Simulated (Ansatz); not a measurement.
Mg₁₄S₁₄. Total charge 0; singlet. Geometry PBE-D4/def2-SVP, loosely relaxed, basis def2-SVP, Ansatz.

Cartesian coordinates in Å:
```
Mg -2.316 -0.054 4.675
S -2.602 2.179 4.180
Mg -1.792 1.691 2.058
S 0.265 1.862 0.715
Mg 2.014 2.310 -0.959
S 4.118 3.278 -1.138
Mg 4.965 1.136 -1.104
S -3.492 -2.104 5.357
Mg -2.517 -2.826 3.307
S -0.835 -1.134 2.737
Mg 0.798 -0.552 0.900
S 3.014 -0.506 -0.309
Mg 4.252 -1.706 -2.055
S 6.284 -0.503 -2.377
Mg -5.332 -1.597 3.819
S -4.185 -2.555 1.569
Mg -2.294 -1.359 0.632
S -0.525 -1.590 -1.003
Mg 1.362 -0.754 -2.265
S 2.886 -1.403 -4.037
Mg 5.086 0.115 -4.425
S -6.799 -0.059 2.881
Mg -5.130 -0.073 1.278
S -3.216 0.898 0.082
Mg -1.075 0.901 -1.170
S 0.566 1.522 -2.920
Mg 2.310 1.142 -4.609
S 4.190 1.742 -5.820
```

```csv
run,HOMO (eV),LUMO (eV)
A,-5.13,-3.33
B,-5.34,-3.01
C,-8.19,-1.46
D,-6.17,-2.74
E,-5.88,-2.92
```

B3LYP takes the VWN-RPA correlation. Single mean-field runs in def2-SVP are fitted with def2-universal-jkfit.

Q: The runs used B3LYP, PBE, PBE0, r2SCAN, ωB97M-V. Estimate which is which.

A: A PBE (0 % exact exchange); B r2SCAN (0 % exact exchange); C ωB97M-V (range-separated); D PBE0 (25 % exact exchange); E B3LYP (20 % exact exchange). Exact exchange lowers occupied and raises empty levels; among semilocal functionals meta-GGAs tend to open the gap a little, and such runs are hard to tell apart. The gap grows from 1.80 eV (PBE) to 6.72 eV (ωB97M-V). The geometry of the charge 0 singlet is only loosely relaxed.
